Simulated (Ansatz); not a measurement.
Reaction (formal exchange of groups at the Si–C bond): `CC(Cl)[SiH2]N` + GeH₄ → `N[SiH2][GeH3]` + `CCCl`

Isolated molecules relaxed with PBE0-D4/def2-TZVP in Ansatz; ΔE leaves out vibrations. CBS: MP2 limit from def2 TZ/QZ plus the TZ coupled-cluster correction, frozen cores. DFT in def2-TZVPP. B3LYP here is the variant with VWN-RPA as its local correlation; programs differ in this. For Ge outer-core shells are correlated without core-valence functions, which leaves a few kJ/mol of doubt a bond. Scalar relativity is left out up to krypton. One conformer a species, not always the lowest.

Task: Is it downhill or uphill in electronic energy at CCSD(T)/CBS, and by how much? (An estimate is asked.)

Result: The calculation gave: Downhill: ΔE = -0.15 eV.

Task: What do these levels give: B3LYP-D4, ωB97X-V, ωB97M-V, PBE, B3LYP, MP2/def2-TZVPP, CCSD(T)/def2-TZVPP, HF/def2-QZVPP, MP2/def2-QZVPP, SCS-MP2/def2-QZVPP, HF/CBS(def2), MP2/CBS(def2)? (Estimate.)

Result: Ansatz gave: B3LYP-D4 -0.16, ωB97X-V -0.15, ωB97M-V -0.11, PBE -0.28, B3LYP -0.24, MP2/def2-TZVPP -0.10, CCSD(T)/def2-TZVPP -0.14, HF/def2-QZVPP -0.18, MP2/def2-QZVPP -0.10, SCS-MP2/def2-QZVPP -0.11, HF/CBS(def2) -0.18, MP2/CBS(def2) -0.11 eV.

Largest T1 diagnostic among the species: 0.012.

The D4 term adds +0.08 eV with B3LYP and +0.05 eV with PBE0; it sums over pairs of atoms, weighted by their polarisabilities, and B3LYP, whose exchange is more repulsive, gets the larger term. In def2-TZVPP, CCSD(T) changes the Hartree–Fock value by +0.05 eV (the triples alone add +0.02 eV) and MP2 by +0.09 eV.
